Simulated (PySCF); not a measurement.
Predicted microwave data (PBE0-D3(BJ)/def2-SVP geometry optimisation, gas phase (PySCF)) for one isomer of C2H9OPSi:

```
Rotational constants : A = 4812, B = 1691, C = 1363 MHz
Dipole components    : |μa| = 0.60 D, |μb| = 0.76 D, |μc| = 0.59 D
Inertial defect      : -33.14 u·Å²
κ                    : -0.81
```

Problem. Which structure is it? (One computed conformer of each.)
A. `[CH3:1][O:2][Si@H:3]([CH3:4])[PH2:5]` with C1–O2–Si3–C4 176°, O2–Si3–P5–H -179° and -86°
B. `[CH3:1][CH2:2][Si@@H:3]([OH:4])[PH2:5]` with C1–C2–Si3–O4 56°, C2–Si3–O4–H 67°, C2–Si3–P5–H 68° and 163°

Solution. B. It is CC[Si@@H](O)P, an asymmetric top, point group C1. The candidates at the same level (rigid rotor, commonest isotopes):

```tsv
SMILES	A (MHz)	B (MHz)	C (MHz)	μa (D)	μb (D)	μc (D)	Δ (u·Å²)	point group	rotor
CC[Si@@H](O)P	4812	1691	1363	0.60	0.76	0.59	-33.14	C1	asymmetric top
CO[Si@H](C)P	3171	2412	1501	0.18	0.11	0.96	-32.33	C1	asymmetric top
```

`CO[Si@H](C)P` has B 43 % too high. No structure here is proved a minimum.
